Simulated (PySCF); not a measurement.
Tb+: excitation energy

Tb+ [Xe] 4f9 6s1 (high-spin determinant) → Tb+ [Xe] 4f9 5d1 (high-spin determinant), as a difference of total energies. Calculation: PySCF 2.14, in x2c-TZVPPall with one added diffuse shell each of s, p, d, f type (12s8p8d5f2g, 129 functions); scalar relativity by spin-free X2C-1e. Correlated levels: valence: [Kr] 4d10 frozen; valence and next inner shell: [Ar] 3d10 frozen. The calculations carry no spin-orbit coupling.

```csv
method,excitation energy (cm⁻¹)
UHF,12805
LDA,13113
PBE,12091
PBE0,11466
r2SCAN,10543
MP2 (valence),12191
SCS-MP2 (valence),12501
MP2 (valence and next inner shell),12489
SCS-MP2 (valence and next inner shell),12787
```

A first-order spin-orbit estimate (lowest level to lowest level, LS coupling) adds 0.095 eV.

The determinant of the upper state and of the lower state mixes LS terms, which raises its energy above the lowest term, most at the Hartree-Fock and MP2 levels.
